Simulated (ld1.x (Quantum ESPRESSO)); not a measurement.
# u(r) = r·R(r): atom against pseudo-atom (Rh)

Columns: radius, all-electron u(r) and pseudo u(r) of the 5s shell (level -4.30 eV) of rhodium in the configuration [Ar] 3d10 4s2 4p6 4d8 5s1 5p0; PBE, scalar-relativistic, RRKJ scheme, ld1.x (Quantum ESPRESSO) 7.5.

```
r (bohr)  all-electron  pseudo
   0.138       -0.0588  0.0143
   0.276        0.1673  0.0293
   0.414        0.0571  0.0458
   0.552       -0.1410  0.0648
   0.690       -0.2540  0.0870
   0.828       -0.2593  0.1134
   0.966       -0.1880  0.1450
   1.104       -0.0769  0.1825
   1.242        0.0465  0.2263
   1.380        0.1655  0.2758
   1.518        0.2719  0.3299
   1.656        0.3620  0.3860
   1.794        0.4355  0.4410
   1.932        0.4933  0.4913
   2.070        0.5369  0.5336
   2.208        0.5682  0.5661
   2.346        0.5890  0.5881
   2.484        0.6008  0.6006
   2.622        0.6052  0.6052
   2.760        0.6036  0.6036
   2.898        0.5969  0.5969
   3.036        0.5862  0.5862
   3.174        0.5724  0.5724
   3.312        0.5560  0.5560
   3.450        0.5379  0.5379
   3.588        0.5184  0.5184
```

(1) How many radial nodes do the two functions have?

(2) At about which radius was the pseudo-wave matched?

(3) Where does each function peak?

(4) Is the pseudo-wave norm-conserving?

Results:

(1) The all-electron 5s function has n − l − 1 = 4 (the table is too coarse to show those close to the nucleus); the pseudo-wave has 0, since the states of the same l below it are removed with the core.

(2) 2.76 bohr. The columns agree to 0.0005 from 2.48 bohr on; several derivatives are matched, so the curves merge somewhat inside the radius.

(3) Outermost all-electron maximum near 2.62 bohr, pseudo maximum near 2.62 bohr (to the table’s step).

(4) Yes: the RRKJ scheme keeps the norm inside the radius equal to the all-electron one, which fixes the energy derivative of the logarithmic derivative at the level.
